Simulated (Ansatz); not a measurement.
`C=N[SiH](N)O` and `N[SiH](O)S` differ in one atom or group.

Ansatz, PBE0-D4/def2-TZVP geometries, multiplicity 1. Each molecule was computed in one conformer, which needn't be the lowest.

```json
{"property": "HOMO energy (PBE0/def2-TZVPP) / eV", "`C=N[SiH](N)O`": "-6.97"}
{"property": "HOMO–LUMO gap (B3LYP/def2-TZVPP) / eV", "`C=N[SiH](N)O`": "5.77"}
{"property": "LUMO energy (PBE0/def2-TZVPP) / eV", "`C=N[SiH](N)O`": "-0.74"}
{"property": "HOMO energy (PBE/def2-TZVPP) / eV", "`C=N[SiH](N)O`": "-5.54"}
{"property": "HOMO energy (B3LYP/def2-TZVPP) / eV", "`C=N[SiH](N)O`": "-6.76"}
{"property": "size of the dipole moment (PBE/def2-TZVPP) / D", "`C=N[SiH](N)O`": "1.59"}
```

Task: What does the change do to each property? (Estimate.)

Result: The calculation gave: 
| property | `N[SiH](O)S` | shift |
| --- | --- | --- |
| HOMO energy (PBE0/def2-TZVPP) / eV | -7.39 | -0.42 |
| HOMO–LUMO gap (B3LYP/def2-TZVPP) / eV | 7.29 | 1.52 |
| LUMO energy (PBE0/def2-TZVPP) / eV | 0.47 | 1.21 |
| HOMO energy (PBE/def2-TZVPP) / eV | -6.12 | -0.58 |
| HOMO energy (B3LYP/def2-TZVPP) / eV | -7.13 | -0.37 |
| size of the dipole moment (PBE/def2-TZVPP) / D | 1.07 | -0.52 |

With PBE0 the HOMO falls by 0.42 eV and the LUMO rises by 1.21 eV, so the gap widens by about 1.63 eV. PBE moves the HOMO by -0.58 eV and ωB97M-V by -0.27 eV. Dipoles are sizes alone; their direction can turn.

B3LYP here is the variant with VWN-RPA as its local correlation; programs differ in this.
